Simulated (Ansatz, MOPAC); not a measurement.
Bond stretch in BH, singlet.

Methods: PM7, restricted, heats of formation (MOPAC); FCI = full CI/aug-cc-pVQZ, frozen core in Ansatz (a program for electronic structure).

Energies relative to the lowest point of each curve near equilibrium, in kJ/mol:

| R / Å | PM7 |
|---|---|
| 1.18 | 0.0 |
| 1.24 | 1.1 |
| 1.32 | 11.4 |
| 1.44 | 40.8 |
| 1.66 | 118.1 |
| 1.89 | 207.8 |
| 2.20 | 318.8 |
| 2.48 | 400.2 |
| 3.02 | 508.3 |
| 3.39 | 554.7 |
| 3.75 | 586.1 |
| 4.96 | 643.7 |

Task: What does FCI give at the same points?

Result: 1.18: 2.8; 1.24: 0.0; 1.32: 5.8; 1.44: 27.5; 1.66: 84.9; 1.89: 147.9; 2.20: 221.1; 2.48: 270.8; 3.02: 325.8; 3.39: 341.5; 3.75: 348.2; 4.96: 352.9 (kJ/mol).

The restricted form behind PM7 keeps the bonding electrons paired and can't separate into open-shell fragments.
